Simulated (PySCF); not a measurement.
## Magnetic susceptibility: `FCC1=CCCC1`, C6H9F

Geometry:
```csv
atom,x (Å),y (Å),z (Å)
F1,2.519,1.590,-0.688
C2,2.158,0.382,-0.144
C3,0.677,0.226,-0.073
C4,-0.257,1.068,-0.489
C5,-1.638,0.559,-0.210
C6,-1.407,-0.910,0.184
C7,0.080,-1.000,0.565
H8,2.609,-0.395,-0.775
H9,2.608,0.338,0.856
H10,-0.082,2.023,-0.952
H11,-2.084,1.130,0.610
H12,-2.295,0.658,-1.075
H13,-1.604,-1.555,-0.673
H14,-2.058,-1.225,0.997
H15,0.219,-0.960,1.649
H16,0.546,-1.919,0.207
```

Theory: PySCF 2.14.0, GIAO BHandHLYP/pcSseg-1 magnetisability, rotational g tensor and spin-rotation constants, non-relativistic, gas phase. Geometry: GFN2-xTB.

(1) What are the magnetisability and the molar susceptibility?

(2) Split it along the inertial axes a, b, c into diamagnetic and paramagnetic parts about the centre of mass, with the quadrupole moment.

(3) And the rotational g tensor?

Answers

(1) Isotropic -1071 × 10⁻³⁰ J/T², or -64.5 × 10⁻⁶ cm³/mol; principal values -1162, -1045, -1006 × 10⁻³⁰ J/T², anisotropy 141 × 10⁻³⁰ J/T² (root of half the summed squared differences of the principal values). The susceptibility is in cgs units.

(2) 
| axis | χ (10⁻⁶ cm³/mol) | diamagnetic (10⁻⁶ cm³/mol) | paramagnetic (10⁻⁶ cm³/mol) | summed x² of all electrons (Å²) | quadrupole Θ (D Å) |
| --- | --- | --- | --- | --- | --- |
| a | -61.8 | -301.7 | 240.0 | 166.8 | -4.89 |
| b | -62.1 | -773.8 | 711.6 | 55.5 | +3.83 |
| c | -69.7 | -943.0 | 873.4 | 15.6 | +1.06 |

Anisotropies 2χaa − χbb − χcc = +8.3 and 2χbb − χaa − χcc = +7.2 × 10⁻⁶ cm³/mol. Θ is traceless in Buckingham's convention.

(3) 
```csv
axis,rotational constant (GHz),g,nuclear part,electronic part
a,6.1734,-0.0344,0.6615,-0.6959
b,1.7137,-0.0134,0.5595,-0.5729
c,1.3937,-0.0049,0.5670,-0.5719
```
Asymmetric top; isotopes 12C, 19F, 1H; no vibrational averaging.
